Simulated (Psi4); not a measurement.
ditellurium (Te2), triplet, at a GFN2-xTB geometry (core potentials on Te). Base run: Psi4 1.11 with PBE0/def2-SV(P).

Here is a job for Psi4.
```
memory 2 GB

molecule {
0 3
  Te   -0.00000000   -0.00000000   -1.30099916
  Te    0.00000000    0.00000000    1.30099916
}

set basis def2-sv(p)
set reference uks

energy('pbe0')
print_variables()
```

Each row names what was changed in the base input (with any setting that the change needs).

```
change                                            ΔE vs base (eV)  point group used  SCF cycles
------------------------------------------------  ---------------  ----------------  ----------
base                                                         0.00               d2h           7
symmetry = c2v                                               0.00               c2v           7
symmetry = c2h                                               0.00               c2h           7
molecule keys = symmetry c1                                  0.00                c1           7
molecule keys = no_reorient                                  0.00               d2h           7
molecule keys = symmetry c1, no_reorient, no_com             0.00                c1           7
jitter_ang = 0.002                                           0.00               d2h           7
```

Open shells are given as the SCF converged; they aren't shown to be the lowest states, and a large step between rows can be another state.
